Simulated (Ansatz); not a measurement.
Ga₆S₁₀⁻. Total charge -1; doublet. Geometry PBE-D4/def2-SVP; atoms count from 1.

```
atom   x (Å)   y (Å)   z (Å)
 Ga1   0.962   0.735  -1.297
 Ga2  -0.853  -2.575   0.508
 Ga3  -1.852   1.414  -0.688
 Ga4   1.904  -0.648   1.359
 Ga5  -0.069   1.577   2.499
 Ga6   2.918  -1.913  -1.545
  S7  -2.921   2.564   1.000
  S8  -1.271  -1.711  -2.053
  S9   1.733  -2.765   0.559
 S10  -0.415   0.000   0.553
 S11  -0.232   2.539  -1.886
 S12   0.734  -1.069  -2.799
 S13  -2.772  -0.252  -2.092
 S14   3.029   0.544  -0.296
 S15   1.567   0.085   3.432
 S16  -2.463   1.474   2.746
```

Single mean-field runs in def2-TZVP are fitted with def2-universal-jkfit. Another isomer (doublet) lies 2.25 eV lower at PBE0-D4/def2-TZVP; other spin states weren't run for this one.

Q: Estimate the Mulliken populations from the PBE0/def2-TZVP orbitals of Ansatz.

A: 
```csv
atom,charge (e),spin (α − β)
Ga1,0.53,0.00
Ga2,0.28,0.02
Ga3,0.53,0.00
Ga4,0.51,-0.01
Ga5,0.36,0.59
Ga6,0.21,0.00
S7,-0.26,0.00
S8,-0.04,0.00
S9,-0.47,0.00
S10,-0.52,0.02
S11,-0.42,0.00
S12,-0.26,0.00
S13,-0.26,0.00
S14,-0.43,0.00
S15,-0.45,0.17
S16,-0.29,0.20
```
Mulliken values depend strongly on the basis.

Q: Where does the spin sit?

A: Summed by element: Ga 0.60, S 0.40, of 1 unpaired in all. Largest on single atoms: Ga5 0.59, S16 0.20, S15 0.17.

Q: And the Mayer bond orders between heavy atoms (over 0.3)?

A: Ga1–S10 0.55 (2.42 Å); Ga1–S11 1.05 (2.24 Å); Ga1–S12 0.73 (2.36 Å); Ga1–S14 0.86 (2.30 Å); Ga2–S8 0.32 (2.73 Å); Ga2–S9 0.54 (2.59 Å); Ga2–S10 0.32 (2.61 Å); Ga3–S7 0.92 (2.31 Å); Ga3–S10 0.54 (2.37 Å); Ga3–S11 0.95 (2.31 Å); Ga3–S13 0.75 (2.37 Å); Ga4–S9 0.97 (2.27 Å); Ga4–S10 0.32 (2.54 Å); Ga4–S14 0.82 (2.33 Å); Ga4–S15 1.13 (2.22 Å); Ga5–S10 0.42 (2.53 Å); Ga5–S15 0.84 (2.40 Å); Ga5–S16 0.80 (2.41 Å); Ga6–S9 0.56 (2.56 Å); Ga6–S12 0.42 (2.66 Å); Ga6–S14 0.36 (2.76 Å); S7–S16 1.12 (2.11 Å); S8–S12 0.91 (2.23 Å); S8–S13 1.16 (2.09 Å).
